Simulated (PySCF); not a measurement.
Harmonic spectrum computed at PBE in the def2-TZVP basis family (core potentials from Rb on, PySCF, no spin–orbit coupling):

| ω (cm⁻¹) | IR (km/mol, summed over degenerate members) | degeneracy |
| --- | --- | --- |
| 64 | 69.3 | 2 |
| 227 | 0.0 | 1 |
| 312 | 1.6 | 1 |

Which molecule gave it? In each, all ligands are bound to the one heavy central atom.
A. CaO₂ (triplet)
B. KO₂ (quartet)
C. TiO₂ (singlet)
D. SiO₂ (singlet)

B. It has D∞h symmetry with K–O 2.465 Å (×2).
